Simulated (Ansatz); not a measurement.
`[CH3][AlH][CH2]F` + `O[SiH2]O` → `[CH3][AlH][O][SiH2]O` + `CF`  (ligand exchange at the Al–C bond)

Program: Ansatz. Geometries: PBE0-D4/def2-TZVP. ΔE: electronic, gas phase. CCSD(T)/CBS adds triple-zeta CCSD(T) − MP2 to the extrapolated MP2 energy (def2 sets, frozen cores). This one scheme is used for every species. Functionals use def2-TZVPP. Each species was taken in one conformer, which may not be the lowest.

Problem. Is it downhill or uphill in electronic energy at CCSD(T)/CBS, and by how much? (Best estimate.)

Solution. Computed: Downhill: ΔE = -1.99 eV.

Problem. What do these levels give: r2SCANh-D4, r2SCANh, CAM-B3LYP, CCSD/def2-SVP, MP2/def2-TZVPP, HF/def2-QZVPP? (Estimate.)

Solution. Ansatz gave: r2SCANh-D4 -1.99, r2SCANh -1.98, CAM-B3LYP -2.00, CCSD/def2-SVP -2.11, MP2/def2-TZVPP -2.05, HF/def2-QZVPP -2.20 eV.

Largest T1 diagnostic among the species: 0.012.

From PBE to PBE0 (25 % exact exchange), in def2-TZVPP and without D4, ΔE moves by −0.08 eV. In def2-TZVPP, CCSD(T) changes the Hartree–Fock value by +0.17 eV (the triples alone add +0.02 eV) and MP2 by +0.12 eV. At CCSD(T), def2-SVP lies −0.11 eV from the extrapolated value and def2-TZVPP −0.02 eV.
